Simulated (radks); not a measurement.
Isoelectronic series with 4 electrons, each ion in its NIST ground configuration. Calculated with a radial shooting solver on a logarithmic mesh with Libxc functionals: scalar-relativistic Kohn-Sham, PBE, spin-polarised, spherical densities, point nucleus. Total energies (hartree) and orbital eigenvalues (hartree):

\begin{tabular}{lrrrr}
ion & configuration & E (hartree) & 2s & 1s \\ \hline
Be & [He] 2s2 & -14.63287 & -0.20615 & -3.90326 \\
C2+ & [He] 2s2 & -36.47795 & -1.48390 & -11.33875 \\
O4+ & [He] 2s2 & -68.35794 & -3.77503 & -22.80205 \\
Ne6+ & [He] 2s2 & -110.28854 & -7.07300 & -38.28688 \\
Mg8+ & [He] 2s2 & -162.29736 & -11.37906 & -57.80067 \\
Si10+ & [He] 2s2 & -224.41988 & -16.69649 & -81.35544 \\
S12+ & [He] 2s2 & -296.69892 & -23.02974 & -108.9665 \\
Ar14+ & [He] 2s2 & -379.18463 & -30.38422 & -140.6521 \\
Ca16+ & [He] 2s2 & -471.93461 & -38.76629 & -176.4334 \\
Ti18+ & [He] 2s2 & -575.01406 & -48.18320 & -216.3345 \\
Cr20+ & [He] 2s2 & -688.49605 & -58.64316 & -260.3826 \\
Fe22+ & [He] 2s2 & -812.46172 & -70.15532 & -308.6077 \\
Ni24+ & [He] 2s2 & -947.00058 & -82.72985 & -361.0432 \\
Zn26+ & [He] 2s2 & -1092.21087 & -96.37794 & -417.7258 \\
Ge28+ & [He] 2s2 & -1248.19987 & -111.1118 & -478.6956 \\
Se30+ & [He] 2s2 & -1415.08435 & -126.9449 & -543.9960 \\
\end{tabular}
